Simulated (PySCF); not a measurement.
# Correlation energy of N⁺ (nitrogen, charge +1)

[He] 2s2 2p2, high-spin 3P determinant. Calculation: PySCF 2.14, in 6-31G* (3s2p1d, 14 functions); no relativity, point nucleus. Frozen: 1s2; 4 electrons correlated.

MP2 pair energies summed by pair of shells (mhartree):

| pair | energy | share (%) |
| --- | --- | --- |
| 2s-2p | -31.22 | 58.5 |
| 2s-2s | -17.09 | 32.0 |
| 2p-2p | -5.06 | 9.5 |

Total MP2 correlation energy: -53.37 mhartree.

Same-spin part -8.44 and opposite-spin part -44.92 mhartree; SCS-MP2 scales them by 1/3 and 6/5 to -56.72 mhartree.

| level | correlation energy (mhartree) |
| --- | --- |
| CCSD | -75.29 |
| (T) | -0.75 |
| CCSD(T) | -76.04 |

Diagnostics: T1 = 0.0057, D1 = 0.0105, largest double amplitude 0.124.

Is a single reference adequate?

Mostly. T1 lies below 0.03, but a double amplitude of this size points to a near-degeneracy that CCSD handles and MP2 describes poorly.
